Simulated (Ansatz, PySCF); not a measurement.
5-methylidene-1,3-dioxolan-4-one (C₄H₄O₃), SMILES C=C1OCOC1=O. Atoms are numbered in the order given.

```xyz
11

C     -1.0046     1.8749     0.0000
C     -0.5658     0.6105     0.0000
O     -1.3434    -0.5074     0.0000
C     -0.4918    -1.6464     0.0000
O      0.8429    -1.1863     0.0000
C      0.8621     0.1854     0.0000
O      1.8656     0.8386     0.0000
H     -0.2635     2.6741     0.0000
H     -2.0674     2.1165     0.0000
H     -0.6770    -2.2449     0.9067
H     -0.6770    -2.2449    -0.9067
```
Charge 0, spin multiplicity 1.

The structure is a stationary point at TPSSh-D3(BJ)/def2-SVP. One conformer was computed; it need not be the lowest.

Two levels are set side by side: PBE-D3(BJ)/def2-SVP (Ansatz, a first-principles code) and TPSSh-D3(BJ)/def2-SVP (PySCF). Each level has its own optimised geometry; the coordinates shown are those of the second. Frequencies come from the Hessian of PySCF at each geometry. Differences are taken from unrounded values.

| quantity | TPSSh-D3(BJ) |
|---|---|
| mean bond length (Å) | 1.271 |
| bond C1–C2 (Å) | 1.338 |
| bond C2–O3 (Å) | 1.362 |
| bond C2–C6 (Å) | 1.490 |
| bond O3–C4 (Å) | 1.422 |
| bond C4–O5 (Å) | 1.412 |
| bond O5–C6 (Å) | 1.372 |
| bond C6–O7 (Å) | 1.197 |
| bond C1–H8 (Å) | 1.090 |
| bond C1–H9 (Å) | 1.090 |
| bond C4–H10 (Å) | 1.102 |
| bond C4–H11 (Å) | 1.102 |
| highest harmonic wavenumber (cm⁻¹) | 3292 |
| mean harmonic wavenumber (cm⁻¹) | 1279 |
| zero-point energy (kcal/mol) | 49.38 |

Problem. What does PBE-D3(BJ) give, and how far is it from TPSSh-D3(BJ)? (The exact figures need the calculation; the answer reports its results.)

Solution. 
| quantity | PBE-D3(BJ) | PBE-D3(BJ) minus TPSSh-D3(BJ) |
|---|---|---|
| mean bond length (Å) | 1.278 | 0.007 |
| bond C1–C2 (Å) | 1.346 | 0.008 |
| bond C2–O3 (Å) | 1.364 | 0.002 |
| bond C2–C6 (Å) | 1.494 | 0.004 |
| bond O3–C4 (Å) | 1.428 | 0.006 |
| bond C4–O5 (Å) | 1.413 | 0.001 |
| bond O5–C6 (Å) | 1.383 | 0.012 |
| bond C6–O7 (Å) | 1.204 | 0.006 |
| bond C1–H8 (Å) | 1.098 | 0.008 |
| bond C1–H9 (Å) | 1.098 | 0.008 |
| bond C4–H10 (Å) | 1.113 | 0.011 |
| bond C4–H11 (Å) | 1.113 | 0.011 |
| highest harmonic wavenumber (cm⁻¹) | 3227 | -65 |
| mean harmonic wavenumber (cm⁻¹) | 1242 | -37 |
| zero-point energy (kcal/mol) | 47.94 | -1.44 |

Exact exchange shortens and stiffens bonds; PBE has none. Differences between two approximate levels are no errors against the true value.
